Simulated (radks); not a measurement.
Spherical quantum dot in the effective-mass picture: electrons in a parabolic well V = omega^2 r^2 / 2 with omega = 0.458, with a point charge +1 (a donor) at the centre, all in effective atomic units (hartree* = m*/eps^2 hartree, bohr* = eps/m* bohr), one dielectric constant everywhere. Calculated with a radial shooting solver with Libxc functionals: non-relativistic Kohn-Sham, LDA (Slater exchange, Perdew-Wang correlation), spin-polarised, spherical densities. Levels are named by radial order and angular momentum (1s, 1p, 1d, 2s, ...), and open shells are averaged over m.

N = 13, configuration 1s2 1p6 1d(up 3, down 0) 2s2. This is the lowest configuration that the search found. Occupied and some empty levels:

level,occupation,eigenvalue (hartree*),<r> (bohr*)
1s up,1,4.2075,2.031
1s down,1,4.2275,1.967
1p up,3,4.4928,3.021
1p down,3,4.5273,3.008
2s up,1,4.6740,2.795
2s down,1,4.6980,2.842
1d up,3,4.7430,3.443
1d down,0,4.7796,3.449
1f up,0,5.0201,3.766
1f down,0,5.0556,3.782
2p up,0,5.1090,3.292
2p down,0,5.1313,3.301
1g up,0,5.3221,4.045
1g down,0,5.3551,4.065

Energy (hartree*): total 34.5418, kinetic 5.2340, external 7.4293, Hartree 25.731, exchange-correlation -3.8525.

Electron density:

r (bohr*),n(r) (e/bohr*^3)
0.283,0.4082
0.597,0.2270
0.912,0.1335
1.23,0.08579
1.54,0.06301
1.86,0.05346
2.17,0.05011
2.49,0.04828
2.80,0.04514
3.12,0.03951
3.43,0.03176
3.74,0.02321
4.06,0.01527
4.37,0.009010
4.69,0.004769
5.00,0.002252
5.32,0.0009510
5.63,0.0003591
5.95,0.0001220
6.26,0.00003713
